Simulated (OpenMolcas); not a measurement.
Sn3+: effect of the basis set

- Program: OpenMolcas
- Method: CASSCF
- Active space: 1 electron in 4 orbitals (5s 5p)
- State averaging: 2S+1 = 2 even, 1 root; 2S+1 = 2 odd, 3 roots
- Spin-orbit coupling: state interaction with AMFI integrals over the reference wave functions, term energies averaged over their components

A. ANO-R1 [6s5p3d1f], X2C, finite nucleus; cost about 6 core-seconds
B. ANO-RCC-VDZP [6s5p3d1f], DKH2, point nucleus; cost about 5 core-seconds
C. ANO-RCC-VTZP [7s6p4d2f1g], DKH2, point nucleus; cost about 7 core-seconds
D. ANO-R2 [7s6p4d2f1g], X2C, finite nucleus; cost about 5 core-seconds
E. ANO-RCC-VQZP [8s7p5d3f2g], DKH2, point nucleus; cost about 10 core-seconds
F. ANO-R3 [8s7p5d3f2g1h], X2C, finite nucleus; cost about 13 core-seconds

Energies in eV above 5s 2S 1/2, the measured ground level; measured values from Moore, Atomic Energy Levels, vol. III, NSRDS-NBS 35 (1971 reprint of NBS Circular 467, 1958).

```json
{"Level": "5s 2S 1/2", "A": "0.0000", "B": "0.0000", "C": "0.0000", "D": "0.0000", "E": "0.0000", "F": "0.0000", "Measured": "0.0000"}
{"Level": "5p 2P* 1/2", "A": "8.1555", "B": "8.3263", "C": "8.4265", "D": "8.2722", "E": "8.4014", "F": "8.3630", "Measured": "8.6248"}
{"Level": "5p 2P* 3/2", "A": "8.9382", "B": "9.0996", "C": "9.0882", "D": "8.9190", "E": "9.0265", "F": "9.0154", "Measured": "9.4318"}
```

Deviations, from unrounded energies. A percentage is the sum of absolute deviations over the sum of measured energies, with the sign that they share, or ± where signs differ.

```
           Against measurement  Levels     A     B     C     D     E     F
mean absolute deviation (cm-1)       2  3900  2500  2200  3500  2500  2700
      other configurations (%)       2  -5.3  -3.5  -3.0  -4.8  -3.5  -3.8
```

C lies closest to measurement on these levels and A furthest from it. The largest miss of C in the table is 5p 2P* 3/2, by -2800 cm-1. The ranking rests on the paired levels alone, and a cruder setting can come out closer through cancelling errors.

Among A to F the level of the table that moves most is 5p 2P* 1/2, by 2200 cm-1 (lowest in A, highest in C).

With one active electron the reference holds no correlation, so core polarisation is missing. The basis is small and was not contracted for so high a charge (holds for A; B). Computed and measured levels are paired by configuration, term and J; levels that our copy of the source lacks, or whose pairing is in doubt (as where it misses far off the trend of its configuration), stay unpaired and out of the deviations. Levels of configurations outside the active space are missing.

* marks odd parity.
